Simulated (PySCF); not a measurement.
Computed with ωB97X-D3(BJ)/def2-TZVP (PySCF). Isolated molecules, 0 K electronic values unless said otherwise. Excitations are Tamm–Dancoff values on a coarser integration grid. The basis has no diffuse functions, so Rydberg states are missing or too high.

Reference species (SMILES): `[CH3][Ga]([CH3])[CH3]` (neutral, multiplicity 1).

```
Property           Result
---------------  --------
HOMO–LUMO gap    11.24 eV
S1–T1 gap (TDA)   0.27 eV
```

Changed species: `[Ga]([CH3])([Br])[CH3]` (2 of 3 Br replaced by CH3; the reference has 3 of 3 Br replaced by CH3).

What does the change do to the HOMO–LUMO gap and S1–T1 gap (TDA)?

the HOMO–LUMO gap drops by 0.35 eV, to 10.89 eV; the S1–T1 gap (TDA) decreases by 0.06 eV, to 0.21 eV.
